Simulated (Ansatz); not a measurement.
Relaxation of C$_{2}$H$_{8}$AlB (12 atoms, charge 0, multiplicity 1), to a largest force component of 0.015 eV/Å in at most 40 steps.

Computed with RKS BHLYP/def2-SVP in Ansatz 0.2.0.

```xyz
12
Properties=species:S:1:pos:R:3
B -1.046 1.579 -0.333
C -1.300 0.338 0.564
Al 0.425 -0.554 0.843
C 1.575 -1.206 -0.707
H -0.678 1.506 -1.464
H -1.377 2.710 0.067
H -1.694 0.643 1.549
H -1.953 -0.346 0.055
H 1.032 -0.718 2.379
H 1.655 -2.310 -0.587
H 2.476 -0.707 -0.711
H 0.964 -0.990 -1.621
```

Where does it end, and by what steps?

It converged. After 18 steps the energy has fallen by 0.481 eV; H9 moved furthest, 0.50 Å.

```
step  energy less start (eV)  largest force component (eV/Å)  accepted
   0                  0.0000                           4.297       yes
   1                 -0.2602                           1.528       yes
   2                 -0.4217                           0.597       yes
   3                 -0.4265                           1.028       yes
   4                 -0.4664                           0.165       yes
   5                 -0.4691                           0.072       yes
   6                 -0.4722                           0.128       yes
   7                 -0.4764                           0.129       yes
   8                 -0.4779                           0.075       yes
   9                 -0.4789                           0.072       yes
  10                 -0.4794                           0.021       yes
  11                 -0.4797                           0.021       yes
  12                 -0.4799                           0.018       yes
  13                 -0.4802                           0.038       yes
  14                 -0.4803                           0.026       yes
  15                 -0.4806                           0.019       yes
  16                 -0.4806                           0.048       yes
  17                 -0.4805                           0.053        no
  18                 -0.4808                           0.008       yes
```

```xyz
12
Properties=species:S:1:pos:R:3
B -1.151 1.689 -0.215
C -1.338 0.324 0.421
Al 0.484 -0.381 0.757
C 1.488 -1.304 -0.636
H -0.989 1.802 -1.402
H -1.068 2.682 0.460
H -1.804 0.319 1.411
H -1.755 -0.443 -0.243
H 1.076 -0.245 2.213
H 1.661 -2.353 -0.363
H 2.481 -0.855 -0.758
H 0.992 -1.290 -1.611
```

Run time: 58 s on 2 threads of Intel(R) Xeon(R) CPU @ 2.80GHz (Skylake/Cascade Lake), on a shared host, peak memory 0.22 GiB.
